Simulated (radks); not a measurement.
Values are calculated unless marked as measured or tabulated.
Spherical quantum dot in the effective-mass picture: electrons in a hard-walled sphere of radius 8.7, with a point charge +2 (a donor) at the centre, all in effective atomic units (hartree* = m*/eps^2 hartree, bohr* = eps/m* bohr), one dielectric constant everywhere. Level of theory: non-relativistic Kohn-Sham, PBE, spin-polarised, spherical densities (a radial shooting solver with Libxc functionals). Levels are named by radial order and angular momentum (1s, 1p, 1d, 2s, ...), and open shells are averaged over m.

N = 37, configuration 1s2 1p6 1d10 2s2 1f14 1g(up 3, down 0). This is the lowest configuration that the search found. Occupied and some empty levels:

level,occupation,eigenvalue (hartree*),<r> (bohr*)
1s down,1,4.5914,0.9529
1s up,1,4.5915,0.9536
2s up,1,4.7576,6.789
2s down,1,4.7679,6.779
1p up,3,4.7803,6.822
1p down,3,4.7907,6.812
1d up,5,4.8257,6.873
1d down,5,4.8363,6.865
1f up,7,4.8921,6.929
1f down,7,4.9029,6.922
1g up,3,4.9787,6.987
1g down,0,4.9897,6.981
1h up,0,5.0845,7.043
1h down,0,5.0957,7.039
3s up,0,5.2079,4.515
3s down,0,5.2121,4.502
2p up,0,5.2460,4.471
2p down,0,5.2500,4.453
2d up,0,5.3697,5.085
2d down,0,5.3748,5.076

Energy (hartree*): total 85.8616, kinetic 16.319, external -17.071, Hartree 96.182, exchange-correlation -9.5684.
